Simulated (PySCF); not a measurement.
Compound: C5H13BO3.
Structure used (PBE0-D3(BJ)/def2-SVP), in Å, numbered top down from 1:
```
atom  x, y, z in Å
C1     2.0300    2.0747   -1.4801
O2     1.8557    1.0818   -0.5049
B3     0.6051    0.6753   -0.1462
O4     0.4755   -0.2963    0.8036
C5     1.6137   -0.8581    1.4025
O6    -0.4714    1.2473   -0.7463
C7    -1.8325    0.9204   -0.5047
C8    -2.1324   -0.5168   -0.8959
C9    -2.2371    1.2492    0.9226
H10    1.6182    1.7649   -2.4550
H11    1.5365    3.0182   -1.1944
H12    3.1078    2.2599   -1.5949
H13    1.2852   -1.6606    2.0785
H14    2.3018   -1.2827    0.6535
H15    2.1748   -0.1111    1.9880
H16   -2.3953    1.5850   -1.1826
H17   -1.8145   -0.7044   -1.9325
H18   -3.2125   -0.7159   -0.8278
H19   -1.6037   -1.2178   -0.2343
H20   -1.6889    0.6168    1.6352
H21   -2.0207    2.3040    1.1491
H22   -3.3158    1.0828    1.0638
```

The closed-shell ground state was solved at several levels (PySCF, density fitting, gas phase, non-relativistic).

| level | basis functions | total energy (Eh) | HOMO (eV) | LUMO (eV) | gap (eV) | dipole (D) |
| --- | --- | --- | --- | --- | --- | --- |
| PBE0/pcSseg-1 | 218 | -448.4508 | -8.02 | 1.49 | 9.51 | 0.13 |
| CAM-B3LYP/def2-SVPD | 293 | -448.5151 | -9.56 | 1.02 | 10.58 | 0.23 |

Problem. What might CAM-B3LYP/pcSseg-1 (218 basis functions) give for the same quantities?

Solution. Total energy -448.7764 Eh, HOMO -9.45 eV, LUMO 2.31 eV, gap 11.76 eV, dipole 0.12 D.

Problem. Over all these levels, which gives the widest orbital gap and which the narrowest?

Solution. CAM-B3LYP/pcSseg-1 (range-separated hybrid) has the widest, 11.76 eV, and PBE0/pcSseg-1 (global hybrid, 25 % exact exchange) the narrowest, 9.51 eV. The two share the basis. From the narrowest to the widest the HOMO moves by -1.43 eV and the LUMO by +0.82 eV.

Problem. How far do the dipole and the HOMO energy spread over the levels?

Solution. The dipole runs from 0.12 to 0.23 D (mean 0.16 D) and the HOMO from -9.56 to -8.02 eV.

One conformer stands for the species.
